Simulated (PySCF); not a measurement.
# W⁵⁶⁺ (tungsten, charge +56): Hartree-Fock from Schrödinger to Dirac-Coulomb-Breit

Occupied: 1s1/2, 2s1/2, 2p1/2, 2p3/2, 3s1/2, 3p1/2, 3p3/2. Hartree-Fock calculated with PySCF 2.14 in an even-tempered Gaussian basis (20 s from 7.2 bohr⁻², ratio 2.3; 16 p from 8.7 bohr⁻², ratio 2.3), Gaussian nucleus throughout. NR is non-relativistic, sf-X2C the spin-free one-electron X2C Hamiltonian, X2C adds the bare one-electron spin-orbit term, X2C-SNSO screens it by Boettger's factors, DC is four-component Dirac-Coulomb, and the Gaunt and Breit terms are added at first order (total energies over the DC spinors, levels after relaxing the spinors in that mean field). QED terms are absent. Levels marked empty are virtual spinors of this ion; the basis has s and p functions only, so 3d, which can lie below the n = 4 levels, is absent.

| level (eV) | NR | sf-X2C | X2C | X2C-SNSO |
| --- | --- | --- | --- | --- |
| 1s1/2 | -68327.0 | -73998.1 | -73977.2 | -73978.4 |
| 2s1/2 | -14595.8 | -16178.5 | -16172.4 | -16172.7 |
| 2p1/2 | -14173.3 | -14667.8 | -15683.8 | -15651.3 |
| 2p3/2 | -14173.3 | -14667.8 | -14259.5 | -14270.0 |
| 3s1/2 | -5825.9 | -6301.0 | -6299.2 | -6299.3 |
| 3p1/2 | -5644.9 | -5834.4 | -6092.9 | -6084.7 |
| 3p3/2 | -5644.9 | -5834.4 | -5728.6 | -5731.3 |
| 4s1/2 (empty) | -3019.5 | -3207.9 | -3207.4 | -3207.4 |
| 4p1/2 (empty) | -2948.8 | -3032.3 | -3127.9 | -3124.9 |
| 4p3/2 (empty) | -2948.8 | -3032.3 | -2993.1 | -2994.1 |

**Question.** Where do the four-component calculations put these levels?

**Answer.** 1s1/2: DC -74067.8, DC+Gaunt -73816.2, DC+Breit -73835.1; 2s1/2: DC -16185.3, DC+Gaunt -16157.0, DC+Breit -16159.3; 2p1/2: DC -15658.7, DC+Gaunt -15612.9, DC+Breit -15617.3; 2p3/2: DC -14279.7, DC+Gaunt -14248.8, DC+Breit -14253.3; 3s1/2: DC -6302.3, DC+Gaunt -6295.6, DC+Breit -6296.3; 3p1/2: DC -6086.6, DC+Gaunt -6075.4, DC+Breit -6076.8; 3p3/2: DC -5733.5, DC+Gaunt -5725.8, DC+Breit -5727.2; 4s1/2 (empty): DC -3208.5, DC+Gaunt -3205.9, DC+Breit -3206.3; 4p1/2 (empty): DC -3125.7, DC+Gaunt -3121.4, DC+Breit -3122.0; 4p3/2 (empty): DC -2994.8, DC+Gaunt -2991.9, DC+Breit -2992.5 (eV).

| Hamiltonian | E (hartree) | E − E(DC) (hartree) | CPU seconds |
| --- | --- | --- | --- |
| NR | -12110.6559 | 842.8244 | 0.76 |
| sf-X2C | -12929.0030 | 24.4774 | 0.6 |
| X2C | -12948.5942 | 4.8862 | 0.59 |
| X2C-SNSO | -12947.4693 | 6.0111 | 0.58 |
| DC | -12953.4804 | 0.0000 | 31 |
| DC+Gaunt | -12936.7641 | 16.7162 | 53 |
| DC+Breit | -12938.3844 | 15.0960 | 150 |

Weight of the small component: 1s1/2 0.0779, 2s1/2 0.0180, 2p1/2 0.0179, 2p3/2 0.0163, 3s1/2 0.00679, 3p1/2 0.00669, 3p3/2 0.00626, 4s1/2 0.00331, 4p1/2 0.00328, 4p3/2 0.00311.

Koopmans' value for the highest occupied level at DC+Breit: 5727.2 eV, against an ionisation energy of 5719 ± 5 eV (semi-empirical (NIST evaluation); NIST Atomic Spectra Database, ionization energies); the former lacks relaxation, correlation, QED and recoil.

The whole ladder took 240 s of wall time on 1 thread of Neoverse-N1 (shared host), launched as `OMP_NUM_THREADS=1 python relrun2.py TASK.json OUT` (a driver that calls PySCF for each Hamiltonian).
